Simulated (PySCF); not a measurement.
Computed NMR parameters against published values

Cartesian coordinates in Å; atom numbers follow the order of the lines, from 1:
```xyz
19

C     1.412   -0.552    0.273
C     1.073    0.928    0.601
C    -0.268    1.145   -0.117
C    -1.355    0.364    0.637
C    -1.016   -1.116    0.310
C     0.223   -0.999   -0.590
C    -0.087    0.284   -1.373
H     2.354   -0.628   -0.291
H     1.525   -1.176    1.173
H     0.998    1.122    1.681
H     1.842    1.609    0.204
H    -0.516    2.203   -0.284
H    -2.356    0.634    0.268
H    -1.341    0.579    1.717
H    -1.844   -1.604   -0.227
H    -0.815   -1.719    1.209
H     0.423   -1.899   -1.191
H    -0.999    0.210   -1.987
H     0.745    0.616   -2.014
```

What is known from experiment: δ 1H H12/H17 2.19; H18/H19 1.18 ppm (measured; solution, not stated in the table (CDCl3 in this author's series); The use of chemical shift calculations in the conformational analysis of substituted benzenes, New J. Chem. 2019 (ESI)).

PySCF 2.14.0 with density-fitted response routines calculation with shielding tensors at PBE0/pcSseg-1 (GIAO) and structure optimised with PBE0-D3(BJ)/def2-SVP; rapidly exchanging positions averaged, non-relativistic Hamiltonian, one computed conformer, in vacuum.

**Question.** How close does the calculation come?

**Answer.** 
Reference values: measured (solution, not stated in the table (CDCl3 in this author's series); The use of chemical shift calculations in the conformational analysis of substituted benzenes, New J. Chem. 2019 (ESI)).
```json
{"atoms": "H12/H17", "quantity": "δ 1H", "reference": "2.19", "computed": "1.95", "computed, scaled": "2.06"}
{"atoms": "H18/H19", "quantity": "δ 1H", "reference": "1.18", "computed": "1.03", "computed, scaled": "1.19"}
```

Computed shifts are σ(ref) − σ with the named reference compound (TMS for H and C) calculated as an isolated molecule at the same level. The measured values may be among those fitted. Expected solution values come from regression of measured δ (H and C: mostly CDCl3, vs TMS) on computed σ: 1H (scatter 0.21 ppm rms). Occasional misses reach two or three times the rms, and more in compound classes unlike the fitted ones.

**Question.** How far are the unscaled 1H shifts from the references?

**Answer.** Mean signed difference -0.19 ppm, mean absolute 0.19 ppm over 2 comparisons; the largest is -0.24 ppm at H12/H17 (hydrogen on an sp3 CH in a ring).

2 of the 4 published NMR values on file for this molecule are compared. The rest: values whose atom or origin is in doubt.
